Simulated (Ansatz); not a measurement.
Stepwise reaction of `[SiH3]O[SiH](Br)O[SiH3]` with hydrogen, as a gas-phase model of exchange steps in deposition or etching. ΔE in kJ/mol.

Program: Ansatz. Geometries: PBE0-D4/def2-TZVP. ΔE: electronic, gas phase. CCSD(T)/CBS adds triple-zeta CCSD(T) − MP2 to the extrapolated MP2 energy (def2 sets, frozen cores). This one scheme is used for every species. Functionals use def2-TZVPP. B3LYP here is the variant with VWN-RPA as its local correlation; programs differ in this. For Br outer-core shells are correlated without core-valence functions, which leaves a few kJ/mol of doubt a bond. Scalar relativity is left out up to krypton. Each species was taken in one conformer, which may not be the lowest.

| step | reaction | PBE-D4 | B3LYP-D4 | ωB97M-V | CCSD(T)/CBS |
| --- | --- | --- | --- | --- | --- |
| 2 | `[SiH3]O[SiH2]Br` + H₂ → `[SiH3]Br` + `O[SiH3]` | 90.5 | 102.2 | 98.7 | 101.3 |

Task: Give the row of step 1, `[SiH3]O[SiH](Br)O[SiH3]` + H₂ → `[SiH3]O[SiH2]Br` + `O[SiH3]`. (Best estimate.)

Result: The calculation gave: 
```json
{"step": "1", "reaction": "`[SiH3]O[SiH](Br)O[SiH3]` + H₂ → `[SiH3]O[SiH2]Br` + `O[SiH3]`", "PBE-D4": "108.8", "B3LYP-D4": "120.5", "ωB97M-V": "117.0", "CCSD(T)/CBS": "118.9"}
```

Task: By hand: ΔE of the 2 steps together at CCSD(T)/CBS.

Result: (118.9) + (101.3) = 220.2 kJ/mol, or 110.1 kJ/mol a step.

In ΔE each step is lower than the one before. All are uphill at CCSD(T)/CBS. PBE-D4 differs from CCSD(T)/CBS by -10.8 to -10.1 kJ/mol a step. Isolated molecules leave out the surface, adducts and barriers. Largest T1 diagnostic: 0.011.
